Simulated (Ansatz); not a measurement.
One change: `[F][Ti]([F])([F])[Br]` becomes `[F][Ti]([F])([Cl])[Br]`.

Ansatz, PBE0-D4/def2-TZVP geometries, multiplicity 1. 

Scalar relativity is left out up to krypton.

```
                                          property  `[F][Ti]([F])([F])[Br]`
    size of the dipole moment (PBE/def2-TZVPP) / D                     0.26
               HOMO–LUMO gap (PBE/def2-TZVPP) / eV                     3.89
size of the dipole moment (ωB97M-V/def2-TZVPP) / D                     0.14
             HOMO–LUMO gap (B3LYP/def2-TZVPP) / eV                     5.54
                HOMO energy (PBE0/def2-TZVPP) / eV                    -9.44
                LUMO energy (PBE0/def2-TZVPP) / eV                    -3.37
```

**Question.** What does the change do to each property? (Estimate.)

**Answer.** Computed: 
```json
{"property": "size of the dipole moment (PBE/def2-TZVPP) / D", "`[F][Ti]([F])([Cl])[Br]`": "0.31", "shift": "0.05"}
{"property": "HOMO–LUMO gap (PBE/def2-TZVPP) / eV", "`[F][Ti]([F])([Cl])[Br]`": "3.60", "shift": "-0.29"}
{"property": "size of the dipole moment (ωB97M-V/def2-TZVPP) / D", "`[F][Ti]([F])([Cl])[Br]`": "0.24", "shift": "0.10"}
{"property": "HOMO–LUMO gap (B3LYP/def2-TZVPP) / eV", "`[F][Ti]([F])([Cl])[Br]`": "5.20", "shift": "-0.34"}
{"property": "HOMO energy (PBE0/def2-TZVPP) / eV", "`[F][Ti]([F])([Cl])[Br]`": "-9.31", "shift": "0.13"}
{"property": "LUMO energy (PBE0/def2-TZVPP) / eV", "`[F][Ti]([F])([Cl])[Br]`": "-3.61", "shift": "-0.24"}
```

With PBE0 the HOMO rises by 0.13 eV and the LUMO falls by 0.24 eV, so the gap narrows by about 0.37 eV. PBE moves the HOMO by 0.10 eV and ωB97M-V by 0.16 eV. Dipoles are sizes alone; their direction can turn.

B3LYP here is the variant with VWN-RPA as its local correlation; programs differ in this.

Spin–orbit coupling is left out; it splits and shifts lone-pair levels of the heavy atoms by tenths of an eV.
